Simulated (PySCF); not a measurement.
PySCF job for SnBr, SMILES [Br][Sn] (connectivity only; charge and spin as stated), neutral, multiplicity 2, TDA-PBE/def2-TZVPD. Geometry: B3LYP-D3(BJ)/def2-TZVP. The spin state was assumed, not searched. The def2 effective core potentials stand for the cores of Sn; spin–orbit coupling is left out.

```python
import numpy as np
from pyscf import gto, scf, dft, tdscf

mol = gto.M(
    atom='''
    Sn    0.00000000    0.00000000   -1.04855623
    Br    0.00000000    0.00000000    1.49793748
    ''',
    basis='def2-TZVPD',
    ecp={'Sn': 'def2-tzvp'},
    charge=0,
    spin=1,
    max_memory=1600,
    verbose=4,
)
mf = dft.UKS(mol, xc='pbe').density_fit(auxbasis='def2-universal-jkfit')
mf.grids.level = 3
mf.conv_tol = 1e-9
mf.max_cycle = 100
mf.kernel()
fine, coarse = mf.grids, dft.Grids(mol).set(level=1).build(with_non0tab=True)
for _ in range(3):  # follow internal instabilities
    mf.grids = coarse
    mo, _, stable, _ = mf.stability(return_status=True, nroots=4)
    mf.grids = fine
    if stable:
        break
    mf.kernel(mf.make_rdm1(mo, mf.mo_occ))
mf.grids = dft.Grids(mol).set(level=1).build(with_non0tab=True)  # coarser grid for the response kernel
td = tdscf.TDA(mf)
td.nstates = 10
td.conv_tol = 1e-4
td.positive_eig_threshold = 1e-6
td.kernel(x0=td.get_init_guess(mf, 15))
td.analyze(verbose=3)
```

Log of the run:

```
PySCF version 2.14.0

[INPUT] verbose = 4
[INPUT] num. atoms = 2
[INPUT] num. electrons = 57
[INPUT] charge = 0
[INPUT] spin (= nelec alpha-beta = 2S) = 1
[INPUT] symmetry False subgroup None
[INPUT] Mole.unit = angstrom
[INPUT] Symbol           X                Y                Z      unit          X                Y                Z       unit  Magmom
[INPUT]  1 Sn     0.000000000000   0.000000000000  -1.048556230000 AA    0.000000000000   0.000000000000  -1.981484100906 Bohr   0.0
[INPUT]  2 Br     0.000000000000   0.000000000000   1.497937480000 AA    0.000000000000   0.000000000000   2.830691588921 Bohr   0.0

nuclear repulsion = 160.010782986933
number of shells = 37
number of NR pGTOs = 209
number of NR cGTOs = 113
basis = def2-TZVPD
ecp = {'Sn': 'def2-tzvp'}


[settings echo left out]
init E= -2750.49500086835

WARN: alpha nocc = 29  HOMO -0.53339543086982 >= LUMO -0.533395430869689

  beta  nocc = 28  HOMO = -0.663634991393474  LUMO = -0.53339543086983

WARN: HOMO -0.53339543086982 >= LUMO -0.53339543086983

cycle= 1 E= -2783.7782330237  delta_E= -33.3  |g|= 2.67  |ddm|= 21.6
  alpha nocc = 29  HOMO = -0.152093916717  LUMO = -0.124394741037889
  beta  nocc = 28  HOMO = -0.275324607302027  LUMO = -0.140286975974259
  HOMO = -0.152093916717  LUMO = -0.140286975974  gap/eV = 0.32128
cycle= 2 E= -2713.63664212433  delta_E= 70.1  |g|= 7.37  |ddm|= 10.7
  alpha nocc = 29  HOMO = -0.0878713033064216  LUMO = -0.0778340546354361
  beta  nocc = 28  HOMO = -0.288518539847544  LUMO = -0.0860330064235542
  HOMO = -0.0878713033064  LUMO = -0.0860330064236  gap/eV = 0.05002
cycle= 3 E= -2787.79151181237  delta_E= -74.2  |g|= 0.725  |ddm|= 8.66
  alpha nocc = 29  HOMO = -0.0917264733863957  LUMO = -0.064575246670251
  beta  nocc = 28  HOMO = -0.14695885329139  LUMO = -0.0803420516217362
  HOMO = -0.0917264733864  LUMO = -0.0803420516217  gap/eV = 0.30979
cycle= 4 E= -2787.78076589531  delta_E= 0.0107  |g|= 0.897  |ddm|= 1.68
  alpha nocc = 29  HOMO = -0.132401481800635  LUMO = -0.0980487287505845
  beta  nocc = 28  HOMO = -0.273330215315605  LUMO = -0.119519636390179
  HOMO = -0.132401481801  LUMO = -0.11951963639  gap/eV = 0.35053
cycle= 5 E= -2788.08964124737  delta_E= -0.309  |g|= 0.148  |ddm|=    1
  alpha nocc = 29  HOMO = -0.1500189557067  LUMO = -0.110419754842461
  beta  nocc = 28  HOMO = -0.259673988273645  LUMO = -0.134923477268055
  HOMO = -0.150018955707  LUMO = -0.134923477268  gap/eV = 0.41077
cycle= 6 E= -2788.10632671436  delta_E= -0.0167  |g|= 0.0456  |ddm|= 0.272
  alpha nocc = 29  HOMO = -0.148277819369143  LUMO = -0.106761008898361
  beta  nocc = 28  HOMO = -0.262244968234974  LUMO = -0.132847756830602
  HOMO = -0.148277819369  LUMO = -0.132847756831  gap/eV = 0.41987
cycle= 7 E= -2788.10679772748  delta_E= -0.000471  |g|= 0.0218  |ddm|= 0.0669
  alpha nocc = 29  HOMO = -0.14924773430714  LUMO = -0.107187917420389
  beta  nocc = 28  HOMO = -0.259659008296861  LUMO = -0.13380232351427
  HOMO = -0.149247734307  LUMO = -0.133802323514  gap/eV = 0.42029
cycle= 8 E= -2788.10710231154  delta_E= -0.000305  |g|= 0.0022  |ddm|= 0.0242
  alpha nocc = 29  HOMO = -0.149380898161421  LUMO = -0.107266871647034
  beta  nocc = 28  HOMO = -0.259323075092013  LUMO = -0.133869497984846
  HOMO = -0.149380898161  LUMO = -0.133869497985  gap/eV = 0.42209
cycle= 9 E= -2788.10710621739  delta_E= -3.91e-06  |g|= 0.000318  |ddm|= 0.00378
  alpha nocc = 29  HOMO = -0.149334604396833  LUMO = -0.107207451245308
  beta  nocc = 28  HOMO = -0.25935486258655  LUMO = -0.13380634804789
  HOMO = -0.149334604397  LUMO = -0.133806348048  gap/eV = 0.42255
cycle= 10 E= -2788.10710630398  delta_E= -8.66e-08  |g|= 8.84e-05  |ddm|= 0.000733
  alpha nocc = 29  HOMO = -0.149333096903339  LUMO = -0.107200625551448
  beta  nocc = 28  HOMO = -0.259334539067825  LUMO = -0.133798968916189
  HOMO = -0.149333096903  LUMO = -0.133798968916  gap/eV = 0.42271
cycle= 11 E= -2788.10710630954  delta_E= -5.56e-09  |g|= 1.96e-05  |ddm|= 0.000135
  alpha nocc = 29  HOMO = -0.149338096007874  LUMO = -0.107205471316855
  beta  nocc = 28  HOMO = -0.259338221987906  LUMO = -0.133803129432905
  HOMO = -0.149338096008  LUMO = -0.133803129433  gap/eV = 0.42273
cycle= 12 E= -2788.10710630972  delta_E= -1.83e-10  |g|= 1.17e-05  |ddm|= 4.13e-05
  alpha nocc = 29  HOMO = -0.149336031967602  LUMO = -0.107203520699381
  beta  nocc = 28  HOMO = -0.25934162338291  LUMO = -0.133800749099205
  HOMO = -0.149336031968  LUMO = -0.133800749099  gap/eV = 0.42274
Extra cycle  E= -2788.10710630938  delta_E= 3.39e-10  |g|= 2.47e-05  |ddm|= 4.01e-05
converged SCF energy = -2788.10710630938  <S^2> = 0.75260047  2S+1 = 2.0025988
tot grids = 15360
uhf_internal: lowest eigs of H = [7.38777684e-06 1.53619858e-01 2.11607404e-01 2.16688622e-01]
<class 'pyscf.df.df_jk.DFUKS'> wavefunction is stable in the internal stability analysis
tot grids = 15360
Overwritten attributes  positive_eig_threshold  of <class 'pyscf.tdscf.uks.TDA'>


******** <class 'pyscf.tdscf.uks.TDA'> for <class 'pyscf.df.df_jk.DFUKS'> ********
nstates = 10
deg_eia_thresh = 1.000e-03
wfnsym = None
conv_tol = 0.0001
eigh lindep = 1e-12
eigh level_shift = 0
eigh max_cycle = 100


Excitation energies (eV)
[0.07708326 2.18740533 3.21294933 3.21552756 3.32014399 3.42913333
 3.6786464  3.88420384 3.99020419 4.33033775]

** Excitation energies and oscillator strengths **
Excited State   1:      0.07708 eV  16084.45 nm  f=0.0000
Excited State   2:      2.18741 eV    566.81 nm  f=0.0007
Excited State   3:      3.21295 eV    385.89 nm  f=0.0000
Excited State   4:      3.21553 eV    385.58 nm  f=0.0011
Excited State   5:      3.32014 eV    373.43 nm  f=0.0001
Excited State   6:      3.42913 eV    361.56 nm  f=0.0000
Excited State   7:      3.67865 eV    337.04 nm  f=0.0841
Excited State   8:      3.88420 eV    319.20 nm  f=0.0077
Excited State   9:      3.99020 eV    310.72 nm  f=0.0094
Excited State  10:      4.33034 eV    286.32 nm  f=0.0000
```

Self-consistency was reached.

Cost: roughly 27 core-seconds.
